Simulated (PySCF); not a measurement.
Species: C5H9NSi.
Atom-mapped SMILES: `[CH3:1][C:2]1=[CH:3][CH:4]=[CH:5][Si@@H:6]1[NH2:7]`

Probes without a nucleus sit at each ring's centroid and 1 Å off its mean plane on both sides; NICS is minus the shielding there, NICSzz its component along the normal. Level: GIAO KT3/pcSseg-1 (PySCF, non-relativistic, gas phase) on the PBE0-D3(BJ)/def2-SVP geometry, one conformer.

Ring bond lengths (Å): C2–C3 1.350, C3–C4 1.482, C4–C5 1.349, C5–Si6 1.870, Si6–C2 1.900.

**Question.** Give the NICS values of each ring in ppm.

**Answer.** 
```tsv
ring	type	NICS(0)	NICS(1), two faces	NICS(1)zz, two faces	rms pucker (Å)	centre to ring atoms, mean (Å)
C2–C3–C4–C5–Si6	5-membered ring with Si; formal bonds 2 double, 3 single	1.9	-0.1 / -0.6	5.7 / 5.4	0.01	1.35
```

**Question.** What can be read from them?

**Answer.** 
- C2–C3–C4–C5–Si6: mean NICS(1)zz 5.5 ppm, deshielded. Si6 has four or more neighbours, and the NICS criterion for π rings isn't applied.

**Question.** Give the inner angles of the rings.

**Answer.** 
- C2–C3–C4–C5–Si6: C2 105.9°, C3 117.3°, C4 117.6°, C5 106.6°, Si6 92.6°; sum 539.9° against 540° for a flat convex ring.

**Question.** How do the values depend on the level or the medium?

**Answer.** 
```
                            level  NICS(0), C2–C3–C4–C5–Si6  mean NICS(1)zz, C2–C3–C4–C5–Si6
                KT3/pcSseg-1, gas                       1.9                              5.5
               PBE0/pcSseg-1, gas                       2.3                              5.1
PBE0/pcSseg-1, IEF-PCM chloroform                       2.4                              4.9
```

The geometry is the same throughout; the continuum's cavity takes Bondi-type radii × 1.2.

The values belong to the conformer `[CH3:1][C:2]1=[CH:3][CH:4]=[CH:5][Si@@H:6]1[NH2:7]`: H–N7–Si6–C5 166°, H–N7–Si6–C5 -50°.
